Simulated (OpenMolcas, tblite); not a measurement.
**A ladder of methods for C2H7BO (SMILES CCBO)**

C2H7BO has 11 atoms, charge 0, and is taken as a singlet. As SMILES, `CCBO`. The coordinates come from a PBE0-D4/def2-TZVP relaxation. This is one conformer, not always the lowest.

| atom | x (Å) | y (Å) | z (Å) |
| --- | --- | --- | --- |
| C | -0.5562 | 1.3140 | 0.1941 |
| C | -0.1481 | -0.1264 | 0.4987 |
| B | 0.8442 | -0.7497 | -0.5450 |
| O | 0.7752 | -2.0346 | -0.9682 |
| H | -1.1236 | 1.3786 | -0.7379 |
| H | -1.1781 | 1.7372 | 0.9863 |
| H | 0.3223 | 1.9540 | 0.0824 |
| H | -1.0373 | -0.7547 | 0.6403 |
| H | 0.3803 | -0.1477 | 1.4643 |
| H | 1.7483 | -0.1083 | -1.0100 |
| H | 0.0385 | -2.5195 | -0.5844 |

Quantity: the energy change with the C1–H7 bond stretched from 1.093 to 1.420 Å, in eV. The values are calculated.

| level | kind | program | value (eV) | less CCSD(T)/def2-SVP |
| --- | --- | --- | --- | --- |
| GFN2-xTB | semi-empirical | tblite | 0.96 | 0.00 |
| HF/def2-SVP (unrestricted) | Hartree–Fock | OpenMolcas | 1.11 | +0.15 |
| SVWN5/def2-SVP (restricted) | LDA | OpenMolcas | 0.87 | -0.09 |
| revPBE/def2-SVP (restricted) | GGA | OpenMolcas | 0.87 | -0.09 |
| TPSS/def2-SVP (restricted) | meta-GGA | OpenMolcas | 0.91 | -0.05 |
| r2SCAN/def2-SVP (restricted) | meta-GGA | OpenMolcas | 0.95 | -0.01 |
| BHLYP/def2-SVP (restricted) | global hybrid | OpenMolcas | 1.05 | +0.09 |
| B2PLYP/def2-SVP (restricted) | double hybrid | OpenMolcas | 0.98 | +0.02 |
| MP2/def2-SVP (restricted) | perturbation theory | OpenMolcas | 1.02 | +0.06 |
| CCSD(T)/def2-SVP (restricted) | coupled cluster or CI | OpenMolcas | 0.96 | 0.00 |

Differences are taken from CCSD(T)/def2-SVP (restricted) for orientation; it has basis-set and higher-order errors of its own. The first shape isn't each level's own minimum. The values span 0.87 to 1.11 eV.
